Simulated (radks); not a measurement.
The numbers below are computed, except where a source is named.
Effect of the nuclear size on the thallium ion Tl+, [Hg]. Code: a radial shooting solver on a logarithmic mesh with Libxc functionals. Model: Dirac Kohn-Sham, PBE, spin-unpolarised, spherical densities, finite nucleus; Fermi nuclear charge, rms radius 5.4759 fm. The rms radius is varied about that value; shifts are against it.

rms radius (fm)  total energy shift (eV)  density at nucleus (e/bohr^3)  1s1/2 shift (meV)  2s1/2 shift (meV)  4p1/2 shift (meV)  5s1/2 shift (meV)  5p1/2 shift (meV)  6s1/2 shift (meV)  6p1/2 (empty) shift (meV)
4.6271                             -34.2                      2.709e+06             -13700              -2060              -2.21              -23.8              0.606              -2.19                      0.471
4.9338                             -22.2                      2.637e+06              -8870              -1340              -1.44              -15.4              0.393              -1.43                      0.306
5.4759                                 0                      2.523e+06              0.000              0.000              0.000              0.000              0.000              0.000                      0.000
5.9578                              20.9                      2.435e+06               8330               1250               1.36               14.5             -0.366               1.34                     -0.287
6.582                               49.4                      2.334e+06              19700               2970               3.25               34.3             -0.863               3.17                     -0.679

Slopes of the eigenvalues against <r^2> in GHz/fm^2, as finite differences over the two radii next to the reference (eigenvalue slopes, not the field-shift constants of lines): 1s1/2 373000, 2s1/2 56200, 4p1/2 60.8, 5s1/2 649, 5p1/2 -16.5, 6s1/2 60.0, 6p1/2 (empty) -12.9.
